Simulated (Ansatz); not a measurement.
Reaction (formal loss of a carbene): `CB(N)[SiH2]Cl` → `NB[SiH2]Cl` + `[CH2]` (triplet)

Program: Ansatz. Geometries: PBE0-D4/def2-TZVP. ΔE: electronic, gas phase. CBS: MP2 limit from def2 TZ/QZ plus the TZ coupled-cluster correction, frozen cores. This one scheme is used for every species. Triplets are unrestricted, without spin–orbit coupling. Each species was taken in one conformer, which may not be the lowest.

`CB(N)[SiH2]Cl`:

Cartesian coordinates in Å:
```
C -0.459 1.046 -1.142
B 0.074 0.323 0.145
N 0.414 1.038 1.288
Si 0.281 -1.690 0.201
Cl -1.532 -2.574 -0.294
H 0.202 0.856 -1.995
H -1.435 0.642 -1.431
H -0.559 2.130 -1.029
H 0.743 0.614 2.139
H 0.337 2.042 1.345
H 1.279 -2.212 -0.773
H 0.655 -2.213 1.546
```

`NB[SiH2]Cl`:

```xyz
9

N    -0.911   -0.148    1.382
B     0.299    0.095    0.757
Si    0.404    0.184   -1.252
Cl    1.708   -1.281   -1.924
H    -1.010   -0.209    2.383
H    -1.776   -0.294    0.888
H     1.272    0.244    1.440
H     0.920    1.484   -1.759
H    -0.906   -0.074   -1.916
```

`[CH2]` (triplet):

```xyz
3

C     0.188   -0.085   -0.183
H    -0.823   -0.265   -0.514
H     0.635    0.350    0.697
```

| species | HF/def2-QZVPP energy (Eh) |
| --- | --- |
| `CB(N)[SiH2]Cl` | -869.71187 |
| `NB[SiH2]Cl` | -830.64624 |
| `[CH2]` (triplet) | -38.94055 |

Q: Work out ΔE.

A: ΔE = (-830.64624) + (-38.94055) − (-869.71187) = 0.12508 Eh = +78.5 kcal/mol. CCSD(T)/CBS gives +115.0 kcal/mol.

Largest T1 diagnostic among the species: 0.012.

The D4 term adds +2.9 kcal/mol with B3LYP and +1.6 kcal/mol with PBE0; it sums over pairs of atoms, weighted by their polarisabilities, and B3LYP, whose exchange is more repulsive, gets the larger term. In def2-TZVPP, CCSD(T) changes the Hartree–Fock value by +33.5 kcal/mol (the triples alone add +2.8 kcal/mol) and MP2 by +37.0 kcal/mol.

B3LYP here is the variant with VWN-RPA as its local correlation; programs differ in this.
